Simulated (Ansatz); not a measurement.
Z-matrix (Å, degrees):
```
Si
N 1 1.723
H 1 1.488 2 111.3
H 1 1.488 2 111.2 3 -121.6
H 1 1.483 2 107.6 3 119.2
C 2 1.244 1 130.3 3 60.5
Cl 6 1.797 2 124.1 1 -0.1
N 6 1.345 2 126.4 1 179.5
H 8 1.005 6 117.9 2 2.4
H 8 1.002 6 121.3 2 177.1
```

Total charge 0; spin multiplicity 1.

**Question.** List the PBE0/def2-TZVPP orbital energies in eV (the Gaussian-basis code of Ansatz). (Estimate.)

**Answer.** Ansatz gave: Occupied: -2767.68, -1802.55, -392.59, -390.73, -282.08, -259.50, -197.83, -197.63, -197.62, -144.84, -99.52, -99.49, -99.49, -27.67, -24.68, -23.26, -17.60, -16.16, -15.07, -13.25, -12.29, -12.03, -9.88, -9.71, -9.19, -9.09, -7.67, -7.63. Lowest empty: -0.06, 0.32, 0.71, 1.29, 2.25, 2.31, 2.50, 2.63.
